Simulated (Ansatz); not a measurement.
The same path of BH₃Se₂ (6 atoms, charge 0, multiplicity 1) was run twice with different band settings. The coordinate that changes most is the dihedral B1–Se2–Se3–H6.

Level of theory: RKS PBE0-D4/def2-SVPD (Ansatz 0.2.0).

Relaxed end points:

```xyz
6
Properties=species:S:1:pos:R:3
B -0.356 0.209 -0.677
Se -0.218 -1.748 -0.106
Se 0.003 0.012 1.423
H -1.470 0.636 -0.831
H 0.609 0.679 -1.223
H 1.474 0.148 1.368
```

```xyz
6
Properties=species:S:1:pos:R:3
B -0.254 0.198 -0.726
Se -0.241 -1.746 -0.097
Se 1.123 -0.113 0.882
H -1.178 0.875 -0.359
H 0.378 0.434 -1.723
H 0.214 0.288 1.977
```

Common settings: spring 5.0 eV/Å²; optimiser quadratic models (default); start path IDPP; force threshold 0.05 eV/Å; iteration limit 60; end points relaxed.

| run | movable images | climbing image |
| --- | --- | --- |
| 1 | 7 | yes |
| 2 | 4 | no |

Question: What does each run give, and how far can it be trusted?

Answer: Run 1: converged after 9 iterations, highest image 0.807 eV above the first end. A vibrational analysis at the climbing image gives one clearly imaginary mode, 419i cm⁻¹: a first-order saddle point.
Run 2: converged after 11 iterations, highest image 0.737 eV above the first end. No image climbed, so the highest image needn't sit at the top of the path.
